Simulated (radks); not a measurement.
The nuclear charge of neutral titanium is varied continuously with 22 electrons held in [Ar] 3d2 4s2. Calculated with a radial shooting solver on a logarithmic mesh with Libxc functionals: non-relativistic Kohn-Sham, r2SCAN, spin-polarised, spherical densities, point nucleus; open shells are filled with parallel spins first; meta-GGA in the generalised Kohn-Sham scheme. By the Hellmann-Feynman theorem dE/dZ = E(electron-nucleus)/Z, the electronic potential at the nucleus.

Z,E (hartree),E(electron-nucleus)/Z (hartree),HOMO,e(HOMO) (eV),<r> HOMO (bohr)
21.75,-826.58890,-90.0758,3d,-2.510,1.709
22,-849.27632,-91.4224,4s,-4.211,3.736
22.25,-872.29958,-92.7628,4s,-5.973,3.496
22.5,-895.65737,-94.0988,4s,-7.905,3.296
22.75,-919.34872,-95.4315,4s,-9.993,3.126
23,-943.37287,-96.7614,4s,-12.230,2.978

The central difference of E at Z = 22 is -91.421 hartree, to compare with the third column; the second derivative is -5.37 hartree.
